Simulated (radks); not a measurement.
Values are calculated unless marked as measured or tabulated.
Species: Ni11+. Configuration: [Ne] 3s2 3p(1/2: 1, 3/2: 4). Code: a radial shooting solver on a logarithmic mesh with Libxc functionals. Model: Dirac Kohn-Sham, BLYP, spin-unpolarised, spherical densities, finite nucleus; Fermi nuclear charge, rms radius 3.7757 fm.

Radial electron density D(r) = 4 pi r^2 rho(r):

```
   r/bohr * D(r) (the largest magnitude, 37.9, reaches the edge; | marks zero)
 0.003946 |   *
 0.004936 |     *
 0.006176 |       *
 0.007726 |          *
 0.009744 |               *
  0.01219 |                     *
  0.01525 |                           *
  0.01908 |                                   *
  0.02406 |                                          *
   0.0301 |                                               *
  0.03766 |                                                 *
  0.04712 |                                               *
  0.05895 |                                           *
  0.07434 |                                       *
    0.093 |                                        *
   0.1164 |                                              *
   0.1456 |                                                     *
   0.1836 |                                                      *
   0.2297 |                                            *
   0.2873 |                            *
   0.3595 |                 *
   0.4497 |                *
   0.5672 |                   *
   0.7096 |                *
   0.8877 |        *
    1.111 |  *
    1.401 *
    1.752 *
    2.192 *
```

D(r) has 3 maxima, at r = 0.0377, 0.168, 0.576 bohr, and minima at 0.0812, 0.409 bohr, inside which lie 2.11, 10.40 electrons.
